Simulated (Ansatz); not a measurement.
Relaxation of BH$_{7}$N$_{2}$S (11 atoms, charge 0, multiplicity 1), to a largest force component of 0.03 eV/Å in at most 50 steps.

Theory: RKS PBE/6-31G* in Ansatz 0.2.0.

```xyz
11
Properties=species:S:1:pos:R:3
B -0.067 -0.165 -0.160
H -0.093 -0.529 0.983
N 1.191 -0.024 -0.796
H 2.054 -0.049 -0.263
H 1.313 0.364 -1.730
N -1.313 0.071 -0.819
H -2.194 -0.219 -0.404
H -1.390 0.270 -1.814
S -0.349 2.476 1.453
H -1.034 2.056 0.352
H -0.083 1.159 1.779
```

Q: Where does it end, and by what steps?

A: The forces met the threshold. After 13 steps the energy has fallen by 0.243 eV; H11 moved furthest, 1.40 Å.

| step | energy less start (eV) | largest force component (eV/Å) | accepted |
| --- | --- | --- | --- |
| 0 | 0.0000 | 0.676 | yes |
| 1 | -0.1225 | 0.395 | yes |
| 2 | -0.1585 | 0.300 | yes |
| 3 | -0.1656 | 0.171 | yes |
| 4 | -0.1894 | 0.261 | yes |
| 5 | -0.1867 | 0.863 | no |
| 6 | -0.2022 | 0.216 | yes |
| 7 | -0.2120 | 0.224 | yes |
| 8 | -0.2206 | 0.386 | yes |
| 9 | -0.2295 | 0.280 | yes |
| 10 | -0.2372 | 0.130 | yes |
| 11 | -0.2411 | 0.082 | yes |
| 12 | -0.2424 | 0.062 | yes |
| 13 | -0.2433 | 0.025 | yes |

```xyz
11
Properties=species:S:1:pos:R:3
B 0.069 -0.551 -0.363
H 0.042 -1.395 0.500
N 1.290 -0.283 -1.025
H 2.151 -0.751 -0.758
H 1.421 0.435 -1.734
N -1.140 0.176 -0.643
H -2.029 -0.198 -0.318
H -1.250 0.737 -1.489
S -1.107 2.984 1.416
H -1.095 1.846 0.633
H -0.315 2.411 2.361
```

Time of the run: 38 s on 1 thread of Arm Neoverse V2 (shared host), peak memory 0.12 GiB.
